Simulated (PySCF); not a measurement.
Atoms are numbered as in `[CH3:1][CH2:2][CH2:3][NH:4][C:5]([CH3:6])=[O:7]`. Each H is labelled by its parent atom.

GIAO shifts from PySCF 2.14 on PBE0-D3(BJ)/def2-TZVP geometries (one conformer, non-relativistic, equivalent nuclei averaged), against TMS at the same level and in the same medium; PCM means IEF-PCM chloroform.

Measured (solution, not stated per compound (mostly CDCl3 or CCl4); Pretsch, Buehlmann, Badertscher, Structure Determination of Organic Compounds, 4th ed. (2009)): C3 40.7, C2 22.5, C1 11.1, H(C3) 3.18, H(C2) 1.55, H(C1) 0.96 ppm.

Which unscaled values do B97-2/pcSseg-2, gas; WP04/pcSseg-2, PCM; wB97X-D/pcSseg-2, PCM give, and how close are they?

## Answers


```tsv
atoms	measured	B97-2/pcSseg-2, gas	WP04/pcSseg-2, PCM	wB97X-D/pcSseg-2, PCM
C3	40.7	42.1	45.3	42.8
C2	22.5	29.9	31.2	29.1
C1	11.1	13.2	15.1	13.2
H(C3)	3.18	3.48	3.37	3.39
H(C2)	1.55	1.34	1.38	1.37
H(C1)	0.96	0.90	0.87	0.86
```

Mean absolute error for 13C: B97-2/pcSseg-2, gas 3.6, WP04/pcSseg-2, PCM 5.8, wB97X-D/pcSseg-2, PCM 3.6 ppm.

Mean absolute error for 1H: B97-2/pcSseg-2, gas 0.19, WP04/pcSseg-2, PCM 0.15, wB97X-D/pcSseg-2, PCM 0.16 ppm.

The C=O carbon of an acid or of an amide with N–H lies up to 10 ppm further downfield in solution, through hydrogen bonding that the calculation lacks.
